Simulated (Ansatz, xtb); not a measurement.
## C2H12Si3: which of two isomers lies lower

Structure a is `C[SiH2]C([SiH3])[SiH3]`, a singlet and structure b is `C[SiH2]C[SiH2][SiH3]`, a singlet. Both are isolated molecules in the gas phase, relaxed with B3LYP/6-31G*; the shapes shown needn't be the lowest conformers.

a (Å):

```tsv
atom	x (Å)	y (Å)	z (Å)
C	1.1239	-1.7163	-1.3214
C	-0.9768	-0.6810	0.7991
Si	0.8472	-0.7365	0.2697
Si	-1.7667	-2.3949	0.9184
Si	-2.0060	0.5044	-0.2555
H	0.5435	-1.3043	-2.1544
H	2.1825	-1.6849	-1.6038
H	0.8431	-2.7691	-1.2041
H	1.3421	0.6586	0.0805
H	1.6442	-1.3431	1.3745
H	-0.9804	-0.2687	1.8203
H	-0.8506	-3.3677	1.5776
H	-3.0280	-2.3385	1.7069
H	-2.0909	-2.9182	-0.4371
H	-1.5801	1.9128	-0.0308
H	-3.4560	0.4005	0.0706
H	-1.8416	0.1930	-1.7020
```

b (Å):

```yaml
atoms:
  - { symbol: C, position_ang: [-1.8786, -1.6397, -1.6931] }
  - { symbol: C, position_ang: [0.9097, -0.1839, -1.7482] }
  - { symbol: Si, position_ang: [-0.0242, -1.7868, -1.3627] }
  - { symbol: Si, position_ang: [0.4258, 1.3627, -0.7616] }
  - { symbol: Si, position_ang: [0.8025, 1.1712, 1.5558] }
  - { symbol: H, position_ang: [-2.3414, -0.8724, -1.0627] }
  - { symbol: H, position_ang: [-2.3837, -2.5906, -1.4885] }
  - { symbol: H, position_ang: [-2.0749, -1.3762, -2.7391] }
  - { symbol: H, position_ang: [0.2043, -2.1542, 0.0647] }
  - { symbol: H, position_ang: [0.5405, -2.8886, -2.1960] }
  - { symbol: H, position_ang: [1.9825, -0.3660, -1.5970] }
  - { symbol: H, position_ang: [0.7841, 0.0461, -2.8157] }
  - { symbol: H, position_ang: [1.2004, 2.5394, -1.2573] }
  - { symbol: H, position_ang: [-1.0161, 1.6798, -0.9820] }
  - { symbol: H, position_ang: [-0.1131, 0.1821, 2.1893] }
  - { symbol: H, position_ang: [0.5842, 2.4889, 2.2174] }
  - { symbol: H, position_ang: [2.2034, 0.7437, 1.8340] }
```

Quicker runs give these differences E(b) − E(a): GFN2-xTB +0.249 eV; HF/STO-3G −0.236 eV (at GFN2-xTB geometries); r2SCAN-D4/def2-SVP +0.077 eV (at GFN2-xTB geometries).

**Question.** Estimate E(b) − E(a) at the level CCSD(T)/def2-SVP + ΔMP2/def2-TZVPP.

**Answer.** Calculated at CCSD(T)/def2-SVP + ΔMP2/def2-TZVPP: E(b) − E(a) = +0.144 eV, so structure a lies lower.

Level by level:

| level | geometry | E(b) − E(a) (eV) | departure from the last row (eV) | job, with rough time for the two |
| --- | --- | --- | --- | --- |
| GFN2-xTB | GFN2-xTB | +0.249 | +0.106 | optimisation, 0.31 s |
| HF/STO-3G | GFN2-xTB | −0.236 | −0.380 | single point, 0.58 s |
| r2SCAN-D4/def2-SVP | GFN2-xTB | +0.077 | −0.066 | single point, 4.3 s |
| B3LYP/6-31G* | B3LYP/6-31G* | −0.056 | −0.199 | optimisation, 2 min |
| HF/def2-SVP | B3LYP/6-31G* | +0.111 | −0.033 | part of the CCSD(T) run |
| MP2/def2-SVP | B3LYP/6-31G* | +0.182 | +0.039 | part of the CCSD(T) run |
| CCSD(T)/def2-SVP | B3LYP/6-31G* | +0.119 | −0.024 | single point |
| CCSD(T)/def2-SVP + ΔMP2/def2-TZVPP | B3LYP/6-31G* | +0.144 |  | single point, 56 s |

As drawn, b has 1 Si–Si, 1 C–H in place of 1 C–Si, 1 Si–H.

HF/STO-3G, B3LYP/6-31G* put the two in the other order. The largest departure from CCSD(T)/def2-SVP + ΔMP2/def2-TZVPP is that of HF/STO-3G, 0.380 eV. The last row adds to CCSD(T) the change of the MP2 difference between the two basis sets, here +0.024 eV.

With harmonic frequencies from B3LYP/6-31G* (ideal gas, rigid rotor, one conformer each, 298.15 K, 1 atm): on the last row, ΔE + ΔZPE = +0.187 eV. A mode under 50 cm⁻¹ makes harmonic enthalpies and free energies unreliable, so none is given.

The correlated steps freeze 17 core orbitals. Run with Ansatz 0.2.0, xtb 6.7.1; the last row on 2 threads of Intel(R) Xeon(R) Platinum 8488C (Sapphire Rapids) on a shared host.
